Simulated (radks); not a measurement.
Values are calculated unless marked as measured or tabulated.
Charge is removed step by step from the 6s up level of Dy+, starting from [Xe] 4f10 6s(up 1, down 0). Code: a radial shooting solver on a logarithmic mesh with Libxc functionals. Model: scalar-relativistic Kohn-Sham, PBE, spin-polarised, spherical densities, point nucleus; open shells are filled with parallel spins first (spin-orbit coupling, left out, can overturn this in heavy ions).

removed (e)  E - E(0) (eV)  eigenvalue (eV)  E minus straight line (eV)
0                    0.000           -9.227                       0.000
0.125                1.194           -9.885                      -0.296
0.25                 2.471          -10.549                      -0.510
0.375                3.831          -11.221                      -0.641
0.5                  5.275          -11.902                      -0.687
0.625                6.805          -12.596                      -0.647
0.75                 8.423          -13.306                      -0.519
0.875               10.131          -14.023                      -0.302
1                   11.924          -14.612                       0.000

Removing the whole electron costs 11.924 eV by Delta-SCF, against 9.227 eV from minus the eigenvalue at the starting occupation. Slater's transition state (half an electron removed) gives 11.902 eV. Integrating minus the eigenvalue over the occupation (Janak's theorem) gives 11.927 eV. In this scalar-relativistic scheme the density is built from large components alone, so the theorem holds only approximately. The mean slope of the eigenvalue, de/dn, is 5.38 eV per electron. Ionisation energy of Dy+ in the NIST Atomic Spectra Database: 11.65 eV (semi-empirical).
